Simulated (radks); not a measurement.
Results of a calculation; reference values are marked as such.
Problem. Neutral hydrogen, 1s1. Level of theory: non-relativistic Kohn-Sham, exchange-only LDA, spin-polarised, spherical densities, point nucleus (a radial shooting solver on a logarithmic mesh with Libxc functionals). Every spin shell is full or empty, so the densities are truly spherical. Functionals are evaluated on that one density, not self-consistently. Rank these exchange functionals by their error against the exact value of the orbitals, and give that value: LDA, B88, WC, AM05, SOGGA, G96, TPSS, SCAN, TASK.

Solution. Exact: -0.294561 hartree. From best to worst, with 100 (|E| - |E exact|)/|E exact| (equal figures are ties): G96 -0.07, TPSS +0.22, TASK +0.23, SCAN +0.23, B88 -0.46, WC -3.66, SOGGA -6.21, AM05 -10.80, LDA -14.03.
